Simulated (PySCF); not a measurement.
# Rb³³⁺ (rubidium, charge +33): Hartree-Fock from Schrödinger to Dirac-Coulomb-Breit

Occupied: 1s1/2, 2s1/2. Hartree-Fock calculated with PySCF 2.14 in an uncontracted even-tempered set (16 s from 4.2 bohr⁻², ratio 2.7; 12 p from 5.1 bohr⁻², ratio 2.7), Gaussian nucleus throughout. NR is non-relativistic, sf-X2C the spin-free one-electron X2C Hamiltonian, X2C adds the bare one-electron spin-orbit term, X2C-SNSO screens it by Boettger's factors, DC is four-component Dirac-Coulomb, and the Gaunt and Breit terms are added at first order (total energies over the DC spinors, levels after relaxing the spinors in that mean field). QED terms are absent. Levels marked empty are virtual spinors of this ion.

```
   level (eV)        NR    sf-X2C       X2C  X2C-SNSO
        1s1/2  -17616.6  -17929.6  -17929.6  -17929.6
        2s1/2   -4117.0   -4209.4   -4209.4   -4209.4
2p1/2 (empty)   -3911.8   -3945.9   -3996.9   -3994.1
2p3/2 (empty)   -3911.8   -3945.9   -3921.9   -3923.2
3s1/2 (empty)   -1721.0   -1751.7   -1751.7   -1751.7
```

Task: Where do the four-component calculations put these levels?

Result: 1s1/2: DC -17939.2, DC+Gaunt -17919.5, DC+Breit -17919.7; 2s1/2: DC -4210.4, DC+Gaunt -4208.3, DC+Breit -4208.5; 2p1/2 (empty): DC -3994.8, DC+Gaunt -3990.9, DC+Breit -3991.5; 2p3/2 (empty): DC -3923.3, DC+Gaunt -3921.0, DC+Breit -3921.6; 3s1/2 (empty): DC -1752.0, DC+Gaunt -1751.4, DC+Breit -1751.5 (eV).

```
Hamiltonian  E (hartree)  E − E(DC) (hartree)  CPU seconds
         NR   -1653.8877              32.2614         0.17
     sf-X2C   -1685.7531               0.3961         0.09
        X2C   -1685.7531               0.3961         0.09
   X2C-SNSO   -1685.7531               0.3961         0.09
         DC   -1686.1491               0.0000          1.9
   DC+Gaunt   -1685.3274               0.8217          3.2
   DC+Breit   -1685.3433               0.8058           29
```

Weight of the small component: 1s1/2 0.0182, 2s1/2 0.00421, 2p1/2 0.00412, 2p3/2 0.00404, 3s1/2 0.00175.

Koopmans' value for the highest occupied level at DC+Breit: 4208.5 eV, against an ionisation energy of 4214 ± 4 eV (semi-empirical (NIST evaluation); NIST Atomic Spectra Database, ionization energies); the former lacks relaxation, correlation, QED and recoil.

The whole ladder took 35 s of wall time on 1 thread of Intel(R) Xeon(R) Platinum 8488C (shared host), launched as `OMP_NUM_THREADS=1 python relrun2.py TASK.json OUT` (a driver that calls PySCF for each Hamiltonian).
